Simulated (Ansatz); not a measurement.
The same path of CH6BF2N (11 atoms, charge 0, multiplicity 1) was run twice with different band settings. Lost on the way: B1–C2, N8–H11. Made: C2–H11.

The calculation used RKS BLYP-D4/def2-SVP in Ansatz 0.2.0.

Relaxed end points:

```xyz
11
Properties=species:S:1:pos:R:3
B -0.069 -0.283 0.434
C 0.091 0.397 1.881
H -0.802 0.261 2.529
H 0.977 0.026 2.442
H 0.230 1.492 1.759
F 1.065 -0.266 -0.379
F -1.233 0.038 -0.267
N -0.282 -1.989 0.692
H -0.394 -2.452 -0.223
H 0.535 -2.405 1.165
H -1.121 -2.185 1.258
```

```xyz
11
Properties=species:S:1:pos:R:3
B 0.253 -0.872 -0.373
C -0.297 0.315 2.554
H -0.499 0.698 3.572
H 0.768 0.475 2.297
H -0.929 0.846 1.819
F 1.522 -0.458 -0.208
F -0.646 0.028 -0.809
N -0.119 -2.200 -0.101
H -1.076 -2.534 -0.206
H 0.542 -2.896 0.241
H -0.521 -0.767 2.508
```

Common settings: spring 5.0 eV/Å²; optimiser quadratic models (default); start path through a guess of the saddle point; force threshold 0.05 eV/Å; iteration limit 60; end points relaxed.

| run | movable images | climbing image |
| --- | --- | --- |
| 1 | 9 | yes |
| 2 | 1 | no |

Problem. What does each run give, and how far can it be trusted?

Solution. Run 1: converged after 31 iterations, highest image 1.765 eV above the first end. Neighbouring images differ by up to 1.8 eV, so the band resolves the path poorly. A vibrational analysis at the climbing image gives one clearly imaginary mode, 1386i cm⁻¹: a first-order saddle point.
Run 2: converged after 16 iterations, highest image 0.115 eV above the first end. No image climbed, so the highest image needn't sit at the top of the path. A band with more images between the same ends climbed to 1.77 eV, so this one has probably stepped over the top. So few images can step over the top or miss a turn of the path.
The orbitals stay closed-shell, which can raise the energy where a bond breaks towards radicals; this wasn't checked here.
